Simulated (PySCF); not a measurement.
## Spinor energies of Cr¹³⁺ (chromium, charge +13)

Start: [Ne] 3s1; 3s1/2 filled at m_j = +1/2. Calculated with PySCF 2.14 in an even-tempered Gaussian basis (19 s from 1 bohr⁻², ratio 2.4; 13 p from 1.3 bohr⁻², ratio 2.4; 5 d from 4.6 bohr⁻², ratio 2.6; 4 f from 6.9 bohr⁻², ratio 2.6): generalised Hartree-Fock with the X2C-1e Hamiltonian and a Gaussian nucleus; one run each with spin-orbit coupling (SO) switched off, then screened by Boettger's factors.

| spinor shell | electrons | ε, spin-free (eV) | ε, screened SO (eV) | weight of nominal j (screened SO) | rms radius, screened SO (bohr) |
| --- | --- | --- | --- | --- | --- |
| 1s1/2 | 2 | -6432.5 | -6432.5 | 1.000 | 0.0733 |
| 2s1/2 | 2 | -1091.4 | -1091.3 | 1.000 | 0.312 |
| 2p1/2 | 2 | -974.93 | -981.12 | 0.995 | 0.280 |
| 3s1/2 | 1 | -383.62 | -383.62 | 1.000 | 0.804 |

(1) Where does 2p3/2 lie, and what is the 2p spin-orbit splitting (screened SO)?

```
   quantity   spin-free  screened SO
E (hartree)  -977.43000   -977.44108
        M_J         1/2          1/2
       ⟨J²⟩       0.750        0.750
       ⟨L²⟩       0.000        0.000
       ⟨S²⟩       0.750        0.750
```

Each row is a mean over spinors that exchange with the open shell spreads, by up to 3.313 eV (2s1/2).

Without spin-orbit coupling the j labels of p, d and f shells carry no meaning; the spin-free column gives the mean over the occupied spinors of each nl shell.

Results:

(1) At -971.89 eV, 9.226 eV above 2p1/2.
